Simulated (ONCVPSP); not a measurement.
Pseudopotential generation for Ge (Z = 32): ONCV, PBE, scalar-relativistic.

The input file (ONCVPSP 4.0.1):

```
# ATOM AND REFERENCE CONFIGURATION
# atsym  z   nc   nv     iexc    psfile
  Ge 32.00    3    5        4      upf
#
#   n    l    f
    1    0    2.00
    2    0    2.00
    2    1    6.00
    3    0    2.00
    3    1    6.00
    3    2   10.00
    4    0    2.00
    4    1    2.00
#
# PSEUDOPOTENTIAL AND OPTIMIZATION
# lmax
    2
#
#   l,   rc,      ep,       ncon, nbas, qcut
    0    1.10    0.00    5    8   11.80
    1    1.00    0.00    5    9   16.20
    2    0.60    0.00    4    7   16.60
#
# LOCAL POTENTIAL
# lloc, lpopt,  rc(5),   dvloc0
    4    5    0.40    3.00
#
# VANDERBILT-KLEINMAN-BYLANDER PROJECTORs
# l, nproj, debl
    0    2    3.40
    1    2    0.90
    2    1    3.80
#
# MODEL CORE CHARGE
# icmod, fcfact, rcfact
    0    0.00    0.00
#
# LOG DERIVATIVE ANALYSIS
# epsh1, epsh2, depsh
   -8.00    5.00    0.04
#
# OUTPUT GRID
# rlmax, drl
    6.00    0.01
#
# TEST CONFIGURATIONS
# ncnf
    4
# nvcnf
#   n    l    f
    5
    3    0    2.00
    3    1    6.00
    3    2   10.00
    4    0    2.00
    4    1    1.00
#
    5
    3    0    2.00
    3    1    6.00
    3    2   10.00
    4    0    2.00
    4    1    0.00
#
    5
    3    0    2.00
    3    1    6.00
    3    2   10.00
    4    0    1.00
    4    1    0.00
#
    5
    3    0    2.00
    3    1    6.00
    3    2   10.00
    4    0    0.00
    4    1    0.00
#
```

Command:

```bash
oncvpsp.x < Ge.dat > Ge.out
```

Resulting log (shortened: citation, most of the input echo, consistency checks and plot data are left out):

```
ONCVPSP  (Optimized Norm-Conservinng Vanderbilt PSeudopotential)
scalar-relativistic version 4.0.1

#   n    l    f        energy (Ha)
    1    0    2.00    -4.0281571E+02
    2    0    2.00    -5.0412488E+01
    2    1    6.00    -4.4051811E+01
    3    0    2.00    -6.1919266E+00
    3    1    6.00    -4.2489733E+00
    3    2   10.00    -1.0771536E+00
    4    0    2.00    -4.3112376E-01
    4    1    2.00    -1.4315416E-01

Reference configufation results
  iterations    25
  all-electron total energy (Ha)   -2.09883316D+03

Begin loop to  construct optimized pseudo wave functions
and semi-local pseudopoentials for all angular momenta

Calculating optimized projector #   1

 for l=   0

    Fraction of norm inside rc  0.961955
    Optimizing pswf for qcut=  11.80 a_B^-1,  ecut=  69.59 Ha
    Residual kinetic energy error=  3.48D-05 Ha

    Energy error per electron        Cutoff
         Ha          eV             Ha
         0.01000     0.27211       42.90
         0.00100     0.02721       55.30
         0.00010     0.00272       64.65
         0.00001     0.00027      126.59

Calculating optimized projector #   2

 for l=   0

    Fraction of norm inside rc  0.062976
    Optimizing pswf for qcut=  11.80 a_B^-1,  ecut=  69.59 Ha
    Residual kinetic energy error=  1.94D-05 Ha

    Energy error per electron        Cutoff
         Ha          eV             Ha
         0.01000     0.27211       30.76
         0.00100     0.02721       49.80
         0.00010     0.00272       61.85
         0.00001     0.00027       84.79

Calculating optimized projector #   1

 for l=   1

    Fraction of norm inside rc  0.902543
    Optimizing pswf for qcut=  16.21 a_B^-1,  ecut= 131.34 Ha
    Residual kinetic energy error=  1.70D-07 Ha

    Energy error per electron        Cutoff
         Ha          eV             Ha
         0.01000     0.27211       46.77
         0.00100     0.02721       57.51
         0.00010     0.00272       67.54
         0.00001     0.00027      103.38

Calculating optimized projector #   2

 for l=   1

    Fraction of norm inside rc  0.022043
    Optimizing pswf for qcut=  16.21 a_B^-1,  ecut= 131.34 Ha
    Residual kinetic energy error=  1.99D-08 Ha

    Energy error per electron        Cutoff
         Ha          eV             Ha
         0.01000     0.27211       31.70
         0.00100     0.02721       45.25
         0.00010     0.00272       56.34
         0.00001     0.00027       67.04

Calculating optimized projector #   1

 for l=   2

    Fraction of norm inside rc  0.438267
    Optimizing pswf for qcut=  16.57 a_B^-1,  ecut= 137.34 Ha
    Residual kinetic energy error=  3.11D-02 Ha

    Energy error per electron        Cutoff
         Ha          eV             Ha
         0.01000     0.27211      234.47
         0.00100     0.02721      457.61
         0.00010     0.00272      534.03
         0.00001     0.00027      846.20

Construct Vanderbilt / Kleinmman-Bylander projectors

B matrix Hermiticity error, ll=   0
   1   2    1.0095E-03

  Orthonormal projector coefficients  4.5821E+01  4.4187E+00

B matrix Hermiticity error, ll=   1
   1   2    4.7995E-04

  Orthonormal projector coefficients  2.8748E+01  2.9202E+00

Pseudoatom total energy -294.073176

Diagnostic tests using Vanderbilt-Kleinman-Bylander pseudopotentials
  1 or more projectors used as specified by nproj input data

   l    rcore       rmatch      e in        delta e   norm test  slope test

   0   1.1006571   1.1340755  -6.1919266   0.0000108   1.0002930   1.0002640
   0   1.1006571   1.1340755  -0.4311238   0.0000135   1.0000626   1.0000503

   1   1.0001943   1.0305623  -4.2489733   0.0000107   1.0002570   1.0002785
   1   1.0001943   1.0305623  -0.1431542   0.0000153   1.0001366   1.0001090

   2   0.6015282   0.6197919  -1.0771536   0.0001643   1.0000328   1.0000131

 Testing for bound ghosts
   n   l    E NL Schr. Eq   E Basis Diag.   E Cutoff

   1   0       -6.191916       -6.191909    218.30
   2   0       -0.431110       -0.297818    218.30

   2   1       -4.248963       -4.248930    396.14
   3   1       -0.143139        0.269724    396.14

   3   2       -1.076989       -0.978902    506.38

 Testing for highly-localized positive-energy ghosts
       l    <radius>/rc     E Basis Diag.   E Cutoff

       0        0.538067       10.780557    218.30  WARNING - GHOST(+)

Test configuration 0

   n   l     f        eae           eps        diff
   1   0  2.0000 -402.81570560
   2   0  2.0000  -50.41248757
   2   1  6.0000  -44.05181077
   3   0  2.0000   -6.19192659   -6.19191583    1.08D-05
   3   1  6.0000   -4.24897334   -4.24896269    1.07D-05
   3   2 10.0000   -1.07715362   -1.07698928    1.64D-04
   4   0  2.0000   -0.43112376   -0.43111022    1.35D-05
   4   1  2.0000   -0.14315416   -0.14313888    1.53D-05

    Total energies and differences
      AE_ref= -2.09883316D+03  AE_tst= -2.09883316D+03  dif=  0.00D+00
      PS_ref= -2.94073176D+02  PS_tst= -2.94073176D+02  dif=  1.14D-13
      PSP excitation error= -1.14D-13

Test configuration 1

   n   l     f        eae           eps        diff
   1   0  2.0000 -403.15060002
   2   0  2.0000  -50.74465659
   2   1  6.0000  -44.38432619
   3   0  2.0000   -6.52362329   -6.52354477    7.85D-05
   3   1  6.0000   -4.58069972   -4.58060260    9.71D-05
   3   2 10.0000   -1.40818962   -1.40801619    1.73D-04
   4   0  2.0000   -0.72980429   -0.72977922    2.51D-05
   4   1  1.0000   -0.41315242   -0.41312268    2.97D-05

    Total energies and differences
      AE_ref= -2.09883316D+03  AE_tst= -2.09855959D+03  dif=  2.74D-01
      PS_ref= -2.94073176D+02  PS_tst= -2.93799592D+02  dif=  2.74D-01
      PSP excitation error= -1.38D-05

Test configuration 2

   n   l     f        eae           eps        diff
   1   0  2.0000 -403.55957955
   2   0  2.0000  -51.14734444
   2   1  6.0000  -44.78776752
   3   0  2.0000   -6.92516083   -6.92495282    2.08D-04
   3   1  6.0000   -4.98220147   -4.98193399    2.67D-04
   3   2 10.0000   -1.80786425   -1.80770301    1.61D-04
   4   0  2.0000   -1.07491036   -1.07486611    4.42D-05

    Total energies and differences
      AE_ref= -2.09883316D+03  AE_tst= -2.09799220D+03  dif=  8.41D-01
      PS_ref= -2.94073176D+02  PS_tst= -2.93232172D+02  dif=  8.41D-01
      PSP excitation error= -5.12D-05

Test configuration 3

   n   l     f        eae           eps        diff
   1   0  2.0000 -404.08879965
   2   0  2.0000  -51.66384468
   2   1  6.0000  -45.30535013
   3   0  2.0000   -7.44173834   -7.44134182    3.97D-04
   3   1  6.0000   -5.49827965   -5.49785467    4.25D-04
   3   2 10.0000   -2.31871468   -2.31882937   -1.15D-04
   4   0  1.0000   -1.48670540   -1.48661864    8.68D-05

    Total energies and differences
      AE_ref= -2.09883316D+03  AE_tst= -2.09671363D+03  dif=  2.12D+00
      PS_ref= -2.94073176D+02  PS_tst= -2.91953523D+02  dif=  2.12D+00
      PSP excitation error= -1.30D-04

Test configuration 4

psatom: WARNING lschvkbb convergence error n,l,iter=   3   1   4
ea(ii),et,emin,emax -1.558551E-01 -1.714406E-01 -1.714406E-01 -1.714406E-01
run_config: WARNING for fully non-local PS atom, stg. 1
 WARNING no output for configuration 5
```

The run took about 2.5 s on one core of a shared server CPU.
